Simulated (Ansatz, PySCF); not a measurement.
Reaction R1 → P1 + P2, each structure at its B3LYP-D3(BJ)/def2-TZVP stationary point, reached from a drawn start (curvature not checked).
R1: CF6Si (SMILES FC(F)(F)[Si](F)(F)F), charge 0, multiplicity 1.
P1, SiF4 (SMILES F[Si](F)(F)F) (charge 0, multiplicity 1):
```xyz
5

Si     0.00000     0.00000     0.00000
F      0.90487     0.90487     0.90487
F      0.90487    -0.90487    -0.90487
F     -0.90487     0.90487    -0.90487
F     -0.90487    -0.90487     0.90487
```
P2: CF2 (SMILES F[C]F), charge 0, multiplicity 1.

P less R. No zero-point or thermal terms.

Cores are frozen in the correlated methods.

Run with Ansatz (a program for electronic structure); PySCF for the D3/D4 terms. No computed number here is a measurement.

Total energies in hartree:

```json
[
 {"structure": "R1", "PBE/def2-TZVPPD": "-926.418039", "B3LYP-D3(BJ)/def2-TZVPPD": "-927.196216", "CCSD(T)/aug-cc-pV(D+d)Z": "-925.217235"},
 {"structure": "P1", "PBE/def2-TZVPPD": "-688.811969", "B3LYP-D3(BJ)/def2-TZVPPD": "-689.364338", "CCSD(T)/aug-cc-pV(D+d)Z": "-687.952709"},
 {"structure": "P2", "PBE/def2-TZVPPD": "-237.577131", "B3LYP-D3(BJ)/def2-TZVPPD": "-237.809304", "CCSD(T)/aug-cc-pV(D+d)Z": "-237.239443"}
]
```

Work out the reaction energy at each level in kJ/mol (1 hartree = 2625.49964 kJ/mol), and say how far PBE/def2-TZVPPD lies from CCSD(T)/aug-cc-pV(D+d)Z.


- PBE/def2-TZVPPD: (-688.811969) + (-237.577131) − (-926.418039) = 0.028939 hartree = 76.0 kJ/mol
- B3LYP-D3(BJ)/def2-TZVPPD: (-689.364338) + (-237.809304) − (-927.196216) = 0.022574 hartree = 59.3 kJ/mol
- CCSD(T)/aug-cc-pV(D+d)Z: (-687.952709) + (-237.239443) − (-925.217235) = 0.025083 hartree = 65.9 kJ/mol
PBE/def2-TZVPPD less CCSD(T)/aug-cc-pV(D+d)Z: 10.1 kJ/mol. CCSD(T)/aug-cc-pV(D+d)Z is the level counted from, the highest shown, and no exact or measured value.
